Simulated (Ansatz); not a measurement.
iridium atom (Ir), quartet (core potentials on Ir). Base run: PBE0/def2-SVP (Ansatz, an electronic-structure program).

Ansatz was given this input:
Ansatz 0.2 input:
```yaml
crystal:
  periodic: [false, false, false]
  atoms:
    - {symbol: Ir, position_ang: [0.00000000, 0.00000000, 0.00000000]}
basis:
  gaussian:
    orbitals: def2-SVP
hamiltonian:
  xc: pbe0
magnetization: {spin_polarized: true, initial_magnetization: 3}
```

The base run was repeated with changes; each row names its change, and settings that it needs were set with it.

| change | basis functions | E (Eh) |
|---|---|---|
| base | 32 | -104.22131 |
| basis = def2-SV(P) | ? | ? |
| basis = def2-SVPD | 35 | -104.22132 |
| basis = def2-TZVP | 40 | -104.22852 |
| basis = def2-TZVPD | 43 | -104.22852 |
| basis = def2-TZVPP | ? | ? |
| basis = def2-QZVP | 72 | -104.22958 |
| basis = def2-QZVPP | 88 | -104.22969 |

Some entries are withheld; supply them.


- basis = def2-SV(P), basis functions: 25
- basis = def2-SV(P), E (Eh): -104.22045
- basis = def2-TZVPP, basis functions: 56
- basis = def2-TZVPP, E (Eh): -104.22926

Totals compare only among sets that treat the same electrons; sets with core potentials leave the core out.
